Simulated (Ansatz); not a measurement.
Program: Ansatz 0.2.0.

A structure relaxed at PBE0-D4/def2-TZVP, charge 0, multiplicity 1:

Cartesian coordinates in Å:
```
O -0.4065 -0.7072 0.6948
C -0.2452 0.0869 -0.3581
S -1.3048 0.2458 -1.5777
Se 1.3794 1.0460 -0.3086
H -1.2614 -1.1524 0.5787
H 1.8385 0.4809 0.9709
```

Q: Give its formula and SMILES.

A: CH2OSSe, `OC(=S)[SeH]`.

Q: Point group (tolerance 0.08 Å, 0.16 Å for H)?

A: Cs.

Q: Summarise the bond lengths by kind.

A: 1 × C–O 1.329 Å; 1 × H–O 0.971 Å; 1 × C–S 1.623 Å; 1 × C–Se 1.887 Å; 1 × H–Se 1.472 Å.
